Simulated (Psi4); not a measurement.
CH$_{4}$N, doublet, geometry from GFN2-xTB; Psi4 1.11 with MP2/def2-SVP.

Here is a job for Psi4.
```
memory 2 GB

molecule {
0 2
  C     0.11969841    0.72071728   -0.00763830
  N    -0.08484190   -0.65766184    0.00683957
  H    -0.51938453   -1.00090422    0.85240262
  H    -0.52837018   -1.01721263   -0.82720202
  H     0.46666690    1.15768540    0.90941225
  H     0.45679066    1.13976065   -0.93666007
}

set basis def2-svp
set reference uhf
set freeze_core true
set mp2_type conv
set scf_type pk
set puream true
set d_convergence 1e-8

energy('mp2')
print_variables()
```

The log (banner, timings and long lists left out):

```
   => Loading Basis Set <=

    Name: DEF2-SVP
    Role: ORBITAL
    Keyword: BASIS

         ---------------------------------------------------------
                                   SCF
               by Justin Turney, Rob Parrish, Andy Simmonett
                          and Daniel G. A. Smith
                              UHF Reference
         ---------------------------------------------------------

  ==> Geometry <==

    Molecular point group: c1
    Full point group: C1

    Geometry (in Angstrom), charge = 0, multiplicity = 2:

       Center              X                  Y                   Z               Mass
    ------------   -----------------  -----------------  -----------------  -----------------
         C            0.115600980306     0.730012133097    -0.007706627221    12.000000000000
         N           -0.088939329694    -0.648366986903     0.006771242779    14.003074004430
         H           -0.523481959694    -0.991609366903     0.852334292779     1.007825032230
         H           -0.532467609694    -1.007917776903    -0.827270347221     1.007825032230
         H            0.462569470306     1.166980253097     0.909343922779     1.007825032230
         H            0.452693230306     1.149055503097    -0.936728397221     1.007825032230

  Running in c1 symmetry.

  Rotational constants: A =      4.87502  B =      0.92338  C =      0.79981 [cm^-1]
  Rotational constants: A = 146149.41317  B =  27682.13627  C =  23977.62266 [MHz]
  Nuclear repulsion =   37.257299034687691

  Charge       = 0
  Multiplicity = 2
  Electrons    = 17
  Nalpha       = 9
  Nbeta        = 8

  ==> Algorithm <==

  SCF Algorithm Type is PK.
  DIIS enabled.
  MOM disabled.
  Fractional occupation disabled.
  Guess Type is SAD.
  Energy threshold   = 1.00e-08
  Density threshold  = 1.00e-08
  Integral threshold = 1.00e-12

  ==> Primary Basis <==

  Basis Set: DEF2-SVP
    Blend: DEF2-SVP
    Number of shells: 24
    Number of basis functions: 48
    Number of Cartesian functions: 50
    Spherical Harmonics?: true
    Max angular momentum: 2

  ==> Integral Setup <==

  Using in-core PK algorithm.
   Calculation information:
      Number of atoms:                   6
      Number of AO shells:              24
      Number of primitives:             44
      Number of atomic orbitals:        50
      Number of basis functions:        48

      Integral cutoff                 1.00e-12
      Number of threads:                 1

  Performing in-core PK
  Using 1384152 doubles for integral storage.
  We computed 45149 shell quartets total.
  Whereas there are 45150 unique shell quartets.

  ==> DiskJK: Disk-Based J/K Matrices <==

    J tasked:                  Yes
    K tasked:                  Yes
    wK tasked:                  No
    Schwarz Cutoff:          1E-12

  Minimum eigenvalue in the overlap matrix is 1.0688417888E-02.
  Reciprocal condition number of the overlap matrix is 2.1412447986E-03.
    Using symmetric orthogonalization.

  ==> Pre-Iterations <==

  SCF Guess: Superposition of Atomic Densities via on-the-fly atomic UHF (no occupation information).

   -------------------------
    Irrep   Nso     Nmo
   -------------------------
     A         48      48
   -------------------------
    Total      48      48
   -------------------------

  ==> Iterations <==

                        Total Energy        Delta E     RMS |[F,P]|

   @UHF iter SAD:   -93.91011237718948   -9.39101e+01   0.00000e+00
   @UHF iter   1:   -94.45704428669002   -5.46932e-01   6.60081e-03 DIIS/ADIIS
   @UHF iter   2:   -94.51172613992134   -5.46819e-02   2.69040e-03 DIIS/ADIIS
   @UHF iter   3:   -94.52066931562916   -8.94318e-03   8.10730e-04 DIIS/ADIIS
   @UHF iter   4:   -94.52239549460928   -1.72618e-03   2.96997e-04 DIIS/ADIIS
   @UHF iter   5:   -94.52276034964777   -3.64855e-04   1.90208e-04 DIIS/ADIIS
   @UHF iter   6:   -94.52295236080832   -1.92011e-04   7.07072e-05 DIIS
[...]
  @UHF Final Energy:   -94.52298556111896
    Total Energy =                        -94.5229855611189578
  DIE_IF_NOT_CONVERGED          => (empty)
[...]
  ORTH_TYPE                     => (empty)
  OS_SCALE                      => (empty)
  PARENT_SYMMETRY               => (empty)
  PCG_BETA_TYPE                 => (empty)
  PCG_CONVERGENCE               => (empty)
  PCG_MAXITER                   => (empty)
  PCM                           => (empty)
  PE                            => (empty)
  PRINT                         => (empty)
  PRINT_NOONS                   => (empty)
  PROPERTIES                    => (empty)
  PROPERTIES_ORIGIN             => (empty)
  PUREAM                        => TRUE            !
  QC_MODULE                     => (empty)
  RAS1                          => (empty)
  RAS2                          => (empty)
  RAS3                          => (empty)
  RAS4                          => (empty)
  RELATIVISTIC                  => (empty)
  RELAXED                       => (empty)
  REMP_A                        => (empty)
  RESTRICTED_DOCC               => (empty)
  RESTRICTED_UOCC               => (empty)
  RMS_MOGRAD_CONVERGENCE        => (empty)
  R_CONVERGENCE                 => (empty)
  SCF_TYPE                      => PK              !
  SCREENING                     => (empty)
  SCS_TYPE                      => (empty)
  SOCC                          => (empty)
  SOS_TYPE                      => (empty)
  SPIN_SCALE_TYPE               => NONE            !
  SS_SCALE                      => (empty)
  SYMMETRIZE                    => (empty)
  TPDM_ABCD_TYPE                => (empty)
  WFN                           => (empty)
  WFN_TYPE                      => OMP2            !
  WRITER_FILE_LABEL             => (empty)
  ZORA_BASIS_TOLERANCE          => (empty)
  ZORA_NR_DEBUG                 => (empty)
  ZORA_PRUNING_SCHEME           => (empty)
  ZORA_RADIAL_POINTS            => (empty)
  ZORA_SPHERICAL_POINTS         => (empty)

 ==============================================================================
 ==============================================================================
 ==============================================================================

                             MP2
                    Program Written by Ugur Bozkaya,
              Additional Contributions by J. P. Misiewicz

 ==============================================================================
 ==============================================================================
 ==============================================================================

	MO spaces per irreps...

	IRREP   FC   AOCC  BOCC  AVIR    BVIR  FV
	==========================================
	   A     2     7     6    39     40     0
	==========================================

	Computing MP2 energy using SCF MOs (Canonical MP2)...
	==============================================================================
	Nuclear Repulsion Energy (a.u.)    :    37.25729903468769
	SCF Energy (a.u.)                  :   -94.52298556111896
	REF Energy (a.u.)                  :   -94.52298556111896
	Alpha-Alpha Contribution (a.u.)    :    -0.03848449376898
	Alpha-Beta Contribution (a.u.)     :    -0.22613579251801
	Beta-Beta Contribution (a.u.)      :    -0.03059346602371
	Scaled_SS Correlation Energy (a.u.):    -0.02302598659757
	Scaled_OS Correlation Energy (a.u.):    -0.27136295102161
	SCS-MP2 Total Energy (a.u.)        :   -94.81737449873815
	SOS-MP2 Total Energy (a.u.)        :   -94.79434851214057
	SCSN-MP2 Total Energy (a.u.)       :   -94.64456277035410
	SCS-MP2-VDW Total Energy (a.u.)    :   -94.84697835543835
	SOS-PI-MP2 Total Energy (a.u.)     :   -94.83957567064417
	MP2 Correlation Energy (a.u.)      :    -0.29521375231070
	MP2 Total Energy (a.u.)            :   -94.81819931342966
	==============================================================================

  Variable Map:
  ----------------------------------------------------------------------------
[...]
  Array Variable Map:
  ----------------------------------------------------------------------------
[...]
[...]
```
